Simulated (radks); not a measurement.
Effect of the nuclear size on neutral lutetium, [Xe] 4f14 5d1 6s2. Calculated with a radial shooting solver on a logarithmic mesh with Libxc functionals: Dirac Kohn-Sham, LDA (Slater exchange, Perdew-Wang correlation), spin-unpolarised, spherical densities, finite nucleus; open shells fill j = l - 1/2 first; Fermi nuclear charge, rms radius 5.37 fm. The rms radius is varied about that value; shifts are against it.

rms radius (fm)  total energy shift (eV)  density at nucleus (e/bohr^3)  1s1/2 shift (meV)  2s1/2 shift (meV)  5p1/2 shift (meV)  6s1/2 shift (meV)  5d3/2 shift (meV)  6p1/2 (empty) shift (meV)
4.5001                             -13.3                      1.171e+06              -5420               -743              0.492             -0.330              0.359                      0.151
5.1659                             -3.26                      1.121e+06              -1330               -182              0.121             -0.081              0.088                      0.037
5.37                                   0                      1.107e+06              0.000              0.000              0.000              0.000              0.000                      0.000
5.5687                              3.26                      1.094e+06               1330                182             -0.120              0.081             -0.088                     -0.037
6.401                               17.8                      1.047e+06               7250                994             -0.656              0.441             -0.480                     -0.203

Slopes of the eigenvalues against <r^2> in GHz/fm^2, as finite differences over the two radii next to the reference (eigenvalue slopes, not the field-shift constants of lines): 1s1/2 149000, 2s1/2 20400, 5p1/2 -13.5, 6s1/2 9.05, 5d3/2 -9.85, 6p1/2 (empty) -4.16.
